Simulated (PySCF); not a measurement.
Excitations are Tamm–Dancoff values on a coarser integration grid.

Cartesian coordinates (Å):
SMILES: C[Si](C)(C)O
```xyz
15

C     -0.7891    -1.5428    -0.3906
Si    -0.0104     0.0167     0.2982
C      1.7176     0.2101    -0.4015
C     -1.0578     1.5122    -0.0848
O      0.0442    -0.0510     1.9619
H     -0.1976    -2.4279    -0.1420
H     -0.8645    -1.4952    -1.4801
H     -1.7948    -1.6890     0.0094
H      2.3475    -0.6481    -0.1530
H      1.6923     0.2928    -1.4912
H      2.2023     1.1062    -0.0080
H     -0.6120     2.4177     0.3319
H     -1.1608     1.6527    -1.1634
H     -2.0589     1.4059     0.3382
H      0.5419    -0.7601     2.3751
```
Charge 0, spin multiplicity 1.

### Question
Estimate the S1–T1 gap (TDA), dipole moment, HOMO–LUMO gap, LUMO, HOMO, S1 oscillator strength, T1 excitation (TDA) and total energy that PBE-D3(BJ)/def2-TZVPD // B3LYP-D3(BJ)/def2-TZVPD run with PySCF returns for this input.

### Answer

The S1–T1 gap (TDA) is 0.13 eV. The dipole moment is 1.23 D and the HOMO–LUMO gap is 5.90 eV. The LUMO comes out as -0.68 eV and the HOMO comes out as -6.58 eV. The S1 oscillator strength is 0.045 and the T1 excitation (TDA) comes out as 5.82 eV. The total energy is -484.8333 Ha.
